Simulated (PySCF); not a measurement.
## Dipole polarisabilities along the 3d series

Calculated with PySCF 2.14 for the ground configurations, without spin-orbit coupling: coupled response for Hartree-Fock and DFT. Mean α in bohr³, C₆ of like pairs in atomic units.

| species | α PBE | α PBE0 | α recommended (Schwerdtfeger and Nagle) | C₆ PBE | C₆ PBE0 |
| --- | --- | --- | --- | --- | --- |
| Sc [Ar] 3d1 4s2 (aug-cc-pwCVTZ-DK with one added diffuse shell each of s, p, d, f, g type, spin-free X2C) | 124.1 | 128.2 | 97 ± 10 | 1522 | 1622 |
| Cr [Ar] 3d5 4s1 (aug-cc-pwCVTZ-DK with one added diffuse shell each of s, p, d, f, g type, spin-free X2C) | 70.98 | 75.17 | 83 ± 12 | 595.5 | 636.3 |
| Mn [Ar] 3d5 4s2 (aug-cc-pwCVTZ-DK with one added diffuse shell each of s, p, d, f, g type, spin-free X2C) | 73.07 | 77.01 | 68 ± 9 | 691.3 | 740.4 |
| Co [Ar] 3d7 4s2 (aug-cc-pwCVTZ-DK with one added diffuse shell each of s, p, d, f, g type, spin-free X2C) | 52.94 | 56.18 | 55 ± 4 | 447.5 | 482.1 |
| Cu [Ar] 3d10 4s1 (aug-cc-pwCVTZ-DK with one added diffuse shell each of s, p, d, f, g type, spin-free X2C) | 41.84 | 45.66 | 46.5 ± 0.5 | 270.7 | 295.7 |

All values carry a basis error.
